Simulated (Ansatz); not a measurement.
`F[Si](F)(F)[SiH](Cl)Cl` + H₂S → `S[SiH](Cl)Cl` + `F[SiH](F)F` at 298.15 K and 1 bar (cleavage of the Si–Si bond).

Program: Ansatz. Geometries: PBE0-D4/def2-TZVP. ΔE: electronic, gas phase. CBS: MP2 limit from def2 TZ/QZ plus the TZ coupled-cluster correction, frozen cores. This one scheme is used for every species. One conformer a species, not always the lowest.

```csv
species,CCSD(T)/CBS energy (Eh),H − E (kJ/mol),S (J/(mol·K))
`F[Si](F)(F)[SiH](Cl)Cl`,-1798.00739,85.9,416.8
H₂S,-398.97279,49.9,205.7
`S[SiH](Cl)Cl`,-1607.74509,76.3,336.6
`F[SiH](F)F`,-589.26725,60.9,277.9
```

H − E and S are ideal-gas, rigid-rotor, harmonic terms from PBE0-D4/def2-TZVP, for one conformer and one mirror image of each species. 1 Eh = 2625.50 kJ/mol, R = 8.31446 J/(mol·K).

Q: By hand: ΔE, ΔH, ΔS and ΔG.

A: ΔE = (-1607.74509) + (-589.26725) − (-1798.00739) − (-398.97279) = -0.03216 Eh = -84.4 kJ/mol. Δ(H − E) = 76.3 + 60.9 − 85.9 − 49.9 = 1.4, so ΔH = -83.0 kJ/mol. ΔS = 336.6 + 277.9 − 416.8 − 205.7 = -8.0 J/(mol·K). ΔG = -83.0 − 298.15 × (-8.0)/1000 = -80.6 kJ/mol.

Q: By hand: the equilibrium constant, and the temperature at which ΔG would vanish if ΔH and ΔS stayed fixed.

A: log₁₀ K = −ΔG/(RT ln 10) = 14.1. ΔG = 0 at ΔH/ΔS = 10375 K, far beyond where these terms or the molecules hold.

The number of gas molecules stays the same, so ΔS is small and ΔH decides. A doubt of 5 kJ/mol in ΔE shifts log₁₀ K by 0.9 here. Other conformers and mirror images would add mixing entropy, several J/(mol·K) or more a flexible species. Modes under 60 cm⁻¹, often nearly free rotors, make the harmonic entropy too high. These are equilibria of isolated gas molecules and say nothing of rates. Largest T1 diagnostic: 0.012 (customary marks: 0.02 for closed shells, 0.045 for open ones).
